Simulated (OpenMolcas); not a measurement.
Pd5+ among 6 point charges of -1.36 e arranged as a tetragonal octahedron (D4h), 2.03 Å from the ion, with the axial distance 2.375 Å.
```
   2.0300    0.0000    0.0000  -1.36
   0.0000    2.0300    0.0000  -1.36
  -2.0300    0.0000    0.0000  -1.36
   0.0000   -2.0300    0.0000  -1.36
   0.0000    0.0000    2.3751  -1.36
   0.0000    0.0000   -2.3751  -1.36
```

```
Program             : OpenMolcas 26.06
Method              : CASSCF
Basis               : ANO-RCC-VDZP [6s5p3d1f]
Scalar Hamiltonian  : DKH2, point nucleus
Active space        : 5 electrons in 5 orbitals (4d)
State averaging     : 2S+1 = 6 even, 1 root; 2S+1 = 4 even, 24 roots; 2S+1 = 2 even, 75 roots
Spin-orbit coupling : RASSI with atomic mean-field integrals over the reference wave functions
```

Question: What is the spin-free ground state (labels of D4, the rotations of D4h)?

Answer: 6A1, 1-fold in its orbital part, 100 % from free-ion S terms; it has the highest spin that d5 allows.

Question: What are the lowest two levels with spin-orbit coupling?

Answer: A 2-fold level E1/2 with g = 2.00, 5.99, 5.99, then a 2-fold level E3/2 2.3 cm-1 above it. Their leading multiplicities are 6 (99 %) and 6 (99 %).

Question: What is χT at 300 K, and how does it compare with the textbook value?

Answer: The lowest level has 2S+1 = 6, for which the spin-only value is χT = S(S+1) / 2 = 4.375 cm3 K/mol (g = 2). The computed 4.361 at 300 K differs by -0.014, through a little spin-orbit mixing out of the ground term, against the free-electron g of 2.0023, which raises it.

Without dynamic correlation the repulsion within the d shell is too large (B by tens of per cent), so at a given field states of lower spin stand too high. Point charges give a weaker field than real ligands, and real ions of this kind are as a rule low spin; the high spin found here belongs to the model. This is an electrostatic model: the charges have no orbitals. No measured value stands beside these numbers.
